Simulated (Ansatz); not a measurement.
`BC(C)F` + `B[SiH2]O` → `BO[SiH2]B` + `CCF` at 298.15 K and 1 bar (ligand exchange at a B–C bond).

Isolated molecules relaxed with PBE0-D4/def2-TZVP in Ansatz; ΔE leaves out vibrations. CBS: MP2 limit from def2 TZ/QZ plus the TZ coupled-cluster correction, frozen cores. Each species was taken in one conformer, which may not be the lowest.

| species | CCSD(T)/CBS energy (Eh) | H − E (kJ/mol) | S (J/(mol·K)) |
| --- | --- | --- | --- |
| `BC(C)F` | -204.26990 | 220.5 | 299.5 |
| `B[SiH2]O` | -392.05150 | 149.3 | 299.9 |
| `BO[SiH2]B` | -417.47687 | 184.7 | 334.0 |
| `CCF` | -178.90141 | 191.2 | 263.6 |

H − E and S are ideal-gas, rigid-rotor, harmonic terms from PBE0-D4/def2-TZVP, for one conformer and one mirror image of each species. 1 Eh = 2625.50 kJ/mol, R = 8.31446 J/(mol·K).

Question: By hand: ΔE, ΔH, ΔS and ΔG.

Answer: ΔE = (-417.47687) + (-178.90141) − (-204.26990) − (-392.05150) = -0.05688 Eh = -149.3 kJ/mol. Δ(H − E) = 184.7 + 191.2 − 220.5 − 149.3 = 6.1, so ΔH = -143.2 kJ/mol. ΔS = 334.0 + 263.6 − 299.5 − 299.9 = -1.8 J/(mol·K). ΔG = -143.2 − 298.15 × (-1.8)/1000 = -142.7 kJ/mol.

Question: By hand: the equilibrium constant, and the temperature at which ΔG would vanish if ΔH and ΔS stayed fixed.

Answer: log₁₀ K = −ΔG/(RT ln 10) = 25.0. ΔG = 0 at ΔH/ΔS = 79556 K, far beyond where these terms or the molecules hold.

The number of gas molecules stays the same, so ΔS is small and ΔH decides. A doubt of 5 kJ/mol in ΔE shifts log₁₀ K by 0.9 here. Other conformers and mirror images would add mixing entropy, several J/(mol·K) or more a flexible species. Modes under 60 cm⁻¹, often nearly free rotors, make the harmonic entropy too high. These are equilibria of isolated gas molecules and say nothing of rates. Largest T1 diagnostic: 0.013 (customary marks: 0.02 for closed shells, 0.045 for open ones).
